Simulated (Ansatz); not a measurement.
CH6GaNSi. Charge 0, multiplicity 1. The bonds changed during the relaxation, so this is another structure than the one it started from.

Cartesian coordinates in Å:
```
C 0.952 -0.795 0.745
N 0.471 -0.055 -0.447
Si -1.133 0.589 -0.493
Ga 1.744 1.056 1.243
H 0.142 -1.300 1.276
H 1.694 -1.541 0.456
H 0.895 -0.320 -1.323
H -1.259 1.439 -1.702
H -2.192 -0.461 -0.504
H -1.314 1.388 0.750
```

**Question.** List the harmonic frequencies (cm⁻¹, unscaled) at PBE0-D4/def2-TZVP in Ansatz. (Estimate.)

**Answer.** The calculation gave: 36, 137, 186, 228, 375, 473, 545, 669, 690, 790, 910, 945, 975, 1022, 1086, 1147, 1342, 1448, 2190, 2208, 2245, 3059, 3128, 3617.

**Question.** Is this a minimum?

**Answer.** Yes, all 24 modes are real.

**Question.** Give the ideal-gas thermochemistry at 298.15 K and 1 bar (rigid rotor, harmonic oscillator; point group C1, symmetry number 1).

**Answer.** Zero-point energy 176.2 kJ/mol; H(298) − E = 196.5 kJ/mol; entropy 350.7 J/(mol·K), of which translation 169.5, rotation 113.1, vibration 68.1; G(298) − E = 91.9 kJ/mol. Modes under 100 cm⁻¹ are hindered rotations or soft bends, so the harmonic entropy is rough.
